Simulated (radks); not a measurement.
Results of a calculation; reference values are marked as such.
Spherical quantum dot in the effective-mass picture: electrons in a hard-walled sphere of radius 2.28, all in effective atomic units (hartree* = m*/eps^2 hartree, bohr* = eps/m* bohr), one dielectric constant everywhere. Level of theory: non-relativistic Kohn-Sham, LDA (Slater exchange, Perdew-Wang correlation), spin-polarised, spherical densities (a radial shooting solver with Libxc functionals). Levels are named by radial order and angular momentum (1s, 1p, 1d, 2s, ...), and open shells are averaged over m. Results are scaled to m* = 0.079 and eps = 11.4, for which hartree* = 16.54 meV and bohr* = 7.636 nm.

N = 14, configuration 1s2 1p6 1d(up 5, down 1). This is the lowest configuration that the search found. Occupied and some empty levels:

level,occupation,eigenvalue (meV),<r> (nm)
1s up,1,150.37,10.45
1s down,1,152.12,10.39
1p up,3,161.42,11.35
1p down,3,163.33,11.33
1d up,5,178.28,11.97
1d down,1,180.26,11.96
2s up,0,199.73,8.110
1f up,0,200.16,12.44
2s down,0,200.74,8.126
1f down,0,202.17,12.44
2p up,0,229.63,9.208
2p down,0,230.87,9.200

Energy (meV): total 1412.09, kinetic 574.24, external 0, Hartree 981.09, exchange-correlation -143.25.

Electron density:

r (nm),n(r) (e/nm^3)
0.904,0.0001909
1.77,0.0002154
2.64,0.0002578
3.51,0.0003207
4.38,0.0004063
5.24,0.0005158
6.11,0.0006475
6.98,0.0007964
7.85,0.0009524
8.71,0.001098
9.58,0.001214
10.5,0.001276
11.3,0.001261
12.2,0.001157
13.1,0.0009685
13.9,0.0007154
14.8,0.0004435
15.7,0.0002086
16.5,0.00005266
17.4,1.004e-07
